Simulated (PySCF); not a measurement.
Simulation results for GeH6N2Si

Computed with PySCF 2.14.0. Calculation on a computer-drawn molecule: optimised geometry and harmonic frequencies of an isolated molecule of the commonest isotopes, restricted reference for singlets and unrestricted otherwise, frozen core in MP2; on germanium a core potential holds 10 electrons, which the energies leave out, and 3d is frozen in MP2 and coupled-cluster steps.

### GeH6N2Si

Start structure:
```xyz
10
GeH6N2Si
N     -1.6817    -0.3887    -3.0661
Ge    -1.1379     0.7744    -2.0050
Si     0.2466     0.9375    -0.0433
N     -0.2285    -0.4241     0.9004
H     -1.4914    -1.2997    -2.9431
H     -1.5954     2.1083    -2.5665
H      1.6358     0.9843    -0.4632
H     -0.0690     2.0975     0.7536
H     -0.4190    -1.3493     0.4674
H      0.1361    -0.5733     1.7730
```

- charge: 0
- multiplicity: 1
- method: HF
- basis: cc-pV(D+d)Z
- basis and core potential on germanium: cc-pVDZ-PP ECP10MDF
- rotational constants: 7.775, 1.926, 1.582 GHz
- total energy: -694.6734 hartree
- convergence status largest gradient component: 3.14e-05 hartree/bohr

Drawn bonds:
| atom | other atom | order |
| --- | --- | --- |
| 1 | 2 | 2 |
| 2 | 3 | 1 |
| 3 | 4 | 1 |
| 1 | 5 | 1 |
| 2 | 6 | 1 |
| 3 | 7 | 1 |
| 3 | 8 | 1 |
| 4 | 9 | 1 |
| 4 | 10 | 1 |

Optimised structure:
```xyz
10
GeH6N2Si
N     -1.9609    -0.3607    -2.8269
Ge    -0.9724     0.8542    -2.1905
Si     0.0789     0.9293    -0.0250
N     -0.0859    -0.6305     0.6812
H     -2.1123    -1.1139    -2.1690
H     -0.7156     2.0356    -3.1283
H      1.4657     1.4228    -0.2252
H     -0.6218     1.9065     0.8359
H      0.2478    -1.4380     0.1884
H      0.0720    -0.7383     1.6665
```

Modes:
| frequency (cm⁻¹) | reduced mass (dalton) |
| --- | --- |
| 61.68 | 2.793 |
| 99.76 | 4.077 |
| 186.9 | 1.343 |
| 261.2 | 2.594 |
| 340 | 1.267 |
| 355.6 | 5.156 |
| 445.3 | 1.234 |
| 545.7 | 1.222 |
| 722.3 | 1.053 |
| 763.4 | 1.049 |
| 840.9 | 1.065 |
| 852.7 | 1.683 |
| 889.6 | 2.079 |
| 953.5 | 2.933 |
| 988.9 | 1.743 |
| 1010 | 1.177 |
| 1048 | 1.055 |
| 1696 | 1.107 |
| 2228 | 1.02 |
| 2276 | 1.043 |
| 2320 | 1.038 |
| 3720 | 1.075 |
| 3764 | 1.051 |
| 3855 | 1.095 |
